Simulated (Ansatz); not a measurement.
Geometry optimisation of Y₂O₃⁻.

```yaml
crystal:
  periodic: [false, false, false]
  atoms:
    - {symbol: Y, position_ang: [1.136510, 1.175760, 1.282480]}
    - {symbol: Y, position_ang: [0.168000, 1.027630, -1.798470]}
    - {symbol: O, position_ang: [0.696490, -1.179570, -0.162270]}
    - {symbol: O, position_ang: [-1.310770, 0.141860, 0.405270]}
    - {symbol: O, position_ang: [-0.690220, -1.165680, 0.273000]}
basis:
  gaussian: {orbitals: def2-SVPD}
total_charge: -1
magnetization: {spin_polarized: true, initial_magnetization: 1}
hamiltonian: {xc: pbe, dispersion: d4}
scf: {lower_state_search: "off"}
output: {orbitals: {seedname: orbitals}}
relax: {f_tol: 0.02, max_steps: 100}
```

```sh
$ ansatz run in.yaml --threads 4 --pin off --events-out ev --progress --plain --max-ram 4787MiB
```

Output, abridged:

```
Functional definition: PBE
mean field -8211.19907059 eV, -301.7560000935 hartree, gradient 2.9e-6 eV, S^2 1.749924; 0 other end points of the search recorded, 0 dependent functions left out
relax step   1: F+E_penalty+E_count = -8211.43971705 eV  Δ(F+E_penalty+E_count) = +0.000e0 eV  max|allowed force component| = 2.624e0 eV/Å  Δτ_max = 0.0000 Å  (87 SCF iters, accepted)
mean field -8212.56764338 eV, -301.8062942159 hartree, gradient 2.2e-6 eV, S^2 1.839696; 0 other end points of the search recorded, 0 dependent functions left out
relax step   2: F+E_penalty+E_count = -8212.72011289 eV  Δ(F+E_penalty+E_count) = -1.280e0 eV  max|allowed force component| = 1.374e0 eV/Å  Δτ_max = 0.1947 Å  (53 SCF iters, accepted)
mean field -8213.18742887 eV, -301.8290709125 hartree, gradient 2.4e-6 eV, S^2 1.865900; 0 other end points of the search recorded, 0 dependent functions left out
relax step   3: F+E_penalty+E_count = -8213.33976499 eV  Δ(F+E_penalty+E_count) = -6.197e-1 eV  max|allowed force component| = 1.800e0 eV/Å  Δτ_max = 0.1976 Å  (50 SCF iters, accepted)
mean field -8214.15961602 eV, -301.8647981312 hartree, gradient 2.4e-6 eV, S^2 1.881797; 0 other end points of the search recorded, 0 dependent functions left out
relax step   4: F+E_penalty+E_count = -8214.31547540 eV  Δ(F+E_penalty+E_count) = -9.757e-1 eV  max|allowed force component| = 3.688e0 eV/Å  Δτ_max = 0.1954 Å  (53 SCF iters, accepted)
mean field -8216.43022261 eV, -301.9482413847 hartree, gradient 7.2e-6 eV, S^2 1.853189; 0 other end points of the search recorded, 0 dependent functions left out
relax step   5: F+E_penalty+E_count = -8216.59200077 eV  Δ(F+E_penalty+E_count) = -2.277e0 eV  max|allowed force component| = 3.468e0 eV/Å  Δτ_max = 0.1960 Å  (39 SCF iters, accepted)
mean field -8218.29791351 eV, -302.0168777590 hartree, gradient 2.3e-6 eV, S^2 1.474459; 0 other end points of the search recorded, 0 dependent functions left out
relax step   6: F+E_penalty+E_count = -8218.46431833 eV  Δ(F+E_penalty+E_count) = -1.872e0 eV  max|allowed force component| = 2.689e0 eV/Å  Δτ_max = 0.1955 Å  (63 SCF iters, accepted)
mean field -8220.00948406 eV, -302.0797768167 hartree, gradient 3.0e-6 eV, S^2 1.464445; 0 other end points of the search recorded, 0 dependent functions left out
relax step   7: F+E_penalty+E_count = -8220.17880364 eV  Δ(F+E_penalty+E_count) = -1.714e0 eV  max|allowed force component| = 1.869e0 eV/Å  Δτ_max = 0.1950 Å  (81 SCF iters, accepted)
mean field -8221.83149969 eV, -302.1467346561 hartree, gradient 6.6e-6 eV, S^2 0.777911; 0 other end points of the search recorded, 0 dependent functions left out
relax step   8: F+E_penalty+E_count = -8222.00296686 eV  Δ(F+E_penalty+E_count) = -1.824e0 eV  max|allowed force component| = 2.379e0 eV/Å  Δτ_max = 0.2000 Å  (80 SCF iters, accepted)
mean field -8223.21774326 eV, -302.1976781676 hartree, gradient 2.1e-6 eV, S^2 0.752420; 0 other end points of the search recorded, 0 dependent functions left out
relax step   9: F+E_penalty+E_count = -8223.38926300 eV  Δ(F+E_penalty+E_count) = -1.386e0 eV  max|allowed force component| = 2.062e0 eV/Å  Δτ_max = 0.1965 Å  (32 SCF iters, accepted)
mean field -8223.66051371 eV, -302.2139496816 hartree, gradient 2.9e-6 eV, S^2 0.752119; 0 other end points of the search recorded, 0 dependent functions left out
relax step  10: F+E_penalty+E_count = -8223.83397379 eV  Δ(F+E_penalty+E_count) = -4.447e-1 eV  max|allowed force component| = 1.261e0 eV/Å  Δτ_max = 0.1945 Å  (27 SCF iters, accepted)
mean field -8223.69604654 eV, -302.2152554889 hartree, gradient 6.2e-7 eV, S^2 0.751884; 0 other end points of the search recorded, 0 dependent functions left out
relax step  11: F+E_penalty+E_count = -8223.87034729 eV  Δ(F+E_penalty+E_count) = -3.637e-2 eV  max|allowed force component| = 4.685e-1 eV/Å  Δτ_max = 0.0208 Å  (24 SCF iters, accepted)
mean field -8223.70464204 eV, -302.2155713677 hartree, gradient 2.8e-6 eV, S^2 0.751676; 0 other end points of the search recorded, 0 dependent functions left out
relax step  12: F+E_penalty+E_count = -8223.87864261 eV  Δ(F+E_penalty+E_count) = -8.295e-3 eV  max|allowed force component| = 1.288e-1 eV/Å  Δτ_max = 0.0207 Å  (22 SCF iters, accepted)
mean field -8223.70566608 eV, -302.2156090006 hartree, gradient 2.2e-6 eV, S^2 0.751719; 0 other end points of the search recorded, 0 dependent functions left out
relax step  13: F+E_penalty+E_count = -8223.87984443 eV  Δ(F+E_penalty+E_count) = -1.202e-3 eV  max|allowed force component| = 1.803e-2 eV/Å  Δτ_max = 0.0058 Å  (23 SCF iters, accepted)
Total energy: -8223.87988799 eV, -302.2220115376 hartree
Atom 0 at     0.401120     0.040465     1.324869 Å, force     0.004740     0.000139     0.017189 eV/Å
Atom 1 at    -0.401517    -0.040945    -1.324789 Å, force     0.002645     0.009325    -0.018031 eV/Å
Atom 2 at     1.500921    -0.065773    -0.451543 Å, force     0.000372    -0.002238    -0.005381 eV/Å
Atom 3 at    -0.706682     1.389990     0.172106 Å, force    -0.004269     0.000599    -0.002503 eV/Å
Atom 4 at    -0.793831    -1.323736     0.279368 Å, force    -0.003488    -0.007827     0.008726 eV/Å
Dipole moment:    -0.000448    -0.000715     0.000503 e Å
Checks for a lower state left out: stability, starts, cluster_reference, orbital_swaps, neighbouring_geometries, increment
```

Run time 61 s (4 threads of Intel Xeon on a shared host).

In the def2 sets Y takes a core potential; there is no spin–orbit coupling. The highest occupied level of the charge -1 doublet lies above zero (up to 0.73 eV). The electron is either unbound and held by the finite basis, or the level is raised by self-interaction error. The structure comes from a short search, and lower isomers may exist.
